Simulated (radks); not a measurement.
Spherical quantum dot in the effective-mass picture: electrons in a parabolic well V = omega^2 r^2 / 2 with omega = 0.89, with a point charge +1 (a donor) at the centre, all in effective atomic units (hartree* = m*/eps^2 hartree, bohr* = eps/m* bohr), one dielectric constant everywhere. Method: non-relativistic Kohn-Sham, r2SCAN, spin-polarised, spherical densities, generalised Kohn-Sham scheme; computed with a radial shooting solver with Libxc functionals. Levels are named by radial order and angular momentum (1s, 1p, 1d, 2s, ...), and open shells are averaged over m.

N = 13, configuration 1s2 1p6 1d(up 3, down 0) 2s2. This is the lowest configuration that the search found. Occupied and some empty levels:

level,occupation,eigenvalue (hartree*),<r> (bohr*)
1s up,1,6.4744,1.428
1s down,1,6.4996,1.381
1p up,3,7.0999,2.026
1p down,3,7.1708,2.001
2s up,1,7.5859,1.943
2s down,1,7.6485,1.979
1d up,3,7.6836,2.329
1d down,0,7.7762,2.324
1f up,0,8.3223,2.564
1f down,0,8.4275,2.566
2p up,0,8.4742,2.271
2p down,0,8.5331,2.269
1g up,0,9.0122,2.770
1g down,0,9.1304,2.766

Energy (hartree*): total 58.1028, kinetic 11.063, external 14.653, Hartree 37.965, exchange-correlation -5.5790.
